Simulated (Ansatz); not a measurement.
A CCSD(T) single point on CH₇BN₂Si (`BN[SiH]1CN1`).

```yaml
crystal:
  periodic: [false, false, false]
  atoms:
    - {symbol: B, position_ang: [-0.728549, -2.066241, 1.142957]}
    - {symbol: N, position_ang: [-0.015148, -0.879657, 0.932264]}
    - {symbol: Si, position_ang: [-0.047212, 0.083575, -0.500831]}
    - {symbol: C, position_ang: [0.099037, 1.900387, -0.562301]}
    - {symbol: N, position_ang: [1.316805, 1.048090, -0.805779]}
    - {symbol: H, position_ang: [-0.632833, -2.639203, 2.189312]}
    - {symbol: H, position_ang: [-1.424870, -2.485236, 0.262966]}
    - {symbol: H, position_ang: [0.572535, -0.540526, 1.682194]}
    - {symbol: H, position_ang: [-0.781476, -0.649701, -1.548956]}
    - {symbol: H, position_ang: [0.179043, 2.547392, 0.308924]}
    - {symbol: H, position_ang: [-0.318478, 2.417934, -1.426831]}
    - {symbol: H, position_ang: [1.858147, 1.207988, -1.639721]}
basis:
  gaussian: {orbitals: def2-TZVPP}
correlation: {method: ccsd_t}
```

```sh
$ ansatz run in.yaml --threads 4 --pin off --events-out ev --progress --plain --max-ram 10444MiB
```

Output of Ansatz, abridged:

```
Functional definition: HF
1542 factors; integrals over basis functions are off by at most 9.0e-4 eV
mean field evaluation 1: about -12636.4049 eV, gradient 4.6e1 eV
mean field evaluation 2: about -12636.6724 eV, gradient 4.6e1 eV
mean field evaluation 4: about -12641.4848 eV, gradient 4.4e0 eV
mean field evaluation 8: about -12641.5580 eV, gradient 2.7e-1 eV
mean field -12641.55832789 eV, -464.5686997940 hartree, gradient 2.7e-6 eV, S^2 0.000000; 0 other end points of the search recorded, 0 dependent functions left out
9 core orbitals not correlated: weight in the atoms' cores, before any rotation towards them, 1.000 or more for the frozen orbitals, at most 0.000 for the correlated occupied ones
reference -12641.55832789 eV, -464.5686997940 hartree; 14, 14 occupied and 241, 241 virtual orbitals, 1542 factors
second order -21.94391626 eV of doubles, -0.00000000 eV of singles
cycle   1  -22.42342169 eV  change   -4.8e-1 eV  update   1.0e-1
cycle   2  -22.99130369 eV  change   -5.7e-1 eV  update   2.9e-2
cycle   3  -23.10122091 eV  change   -1.1e-1 eV  update   1.5e-2
cycle   4  -23.08863662 eV  change    1.3e-2 eV  update   4.4e-3
cycle   5  -23.08905682 eV  change   -4.2e-4 eV  update   2.4e-3
cycle   6  -23.08959403 eV  change   -5.4e-4 eV  update   7.2e-4
cycle   7  -23.08918794 eV  change    4.1e-4 eV  update   2.8e-4
cycle   8  -23.08915708 eV  change    3.1e-5 eV  update   8.5e-5
cycle   9  -23.08918281 eV  change   -2.6e-5 eV  update   3.4e-5
perturbative correction -0.96198931 eV, -0.0353524552 hartree
Total energy: -12665.60950002 eV, -465.4525640672 hartree
```

Hardware: 4 threads of an Arm Neoverse V1 on a shared host. Wall time 2.8 min, peak host memory 6.5 GiB.

Correlation energy per correlated electron: -0.859 eV. T1 diagnostic: 0.0125.
